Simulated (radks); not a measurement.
Valence configurations of Te III (all share [Kr]). Method: Dirac Kohn-Sham, PBE, spin-unpolarised, spherical densities, finite nucleus; open shells fill j = l - 1/2 first; Fermi nuclear charge, rms radius 4.7423 fm; computed with a radial shooting solver on a logarithmic mesh with Libxc functionals. Energies are relative to 4d10 5s2 5p2; eigenvalues in eV.

| valence | E (eV) | e(4d3/2) | e(4d5/2) | e(5p1/2) | e(5p3/2) | e(5s1/2) |
|---|---|---|---|---|---|---|
| 4d10 5s2 5p2 | 0.000 | -61.454 | -59.981 | -22.837 | - | -32.461 |
| 4d10 5s1.5 5p2.5 | 5.363 | -62.181 | -60.705 | -23.202 | -22.124 | -32.890 |
| 4d10 5s1 5p3 | 10.765 | -62.897 | -61.419 | -23.560 | -22.467 | -33.309 |
| 4d9.5 5s2 5p2.5 | 19.730 | -64.923 | -63.417 | -23.832 | -22.701 | -33.760 |
| 4d10 5p4 | 21.680 | -64.298 | -62.815 | -24.253 | -23.132 | - |
| 4d9 5s2 5p3 | 40.719 | -68.380 | -66.842 | -24.801 | -23.602 | -35.026 |
| 4d8.5 5s2 5p3.5 | 62.972 | -71.827 | -70.256 | -25.749 | -24.482 | -36.262 |
| 4d9 5p5 | 63.848 | -71.072 | -69.524 | -26.119 | -24.863 | - |
| 4d8 5s2 5p4 | 86.495 | -75.264 | -73.660 | -26.677 | -25.342 | -37.473 |
| 4d8 5s1.5 5p4.5 | 92.577 | -75.916 | -74.310 | -26.995 | -25.645 | -37.843 |

NIST lists [Kr] 4d10 5s2 5p2 as the ground configuration; this level of theory agrees among the configurations tried. The energies are those of spherical spin-averaged densities, not of single terms.
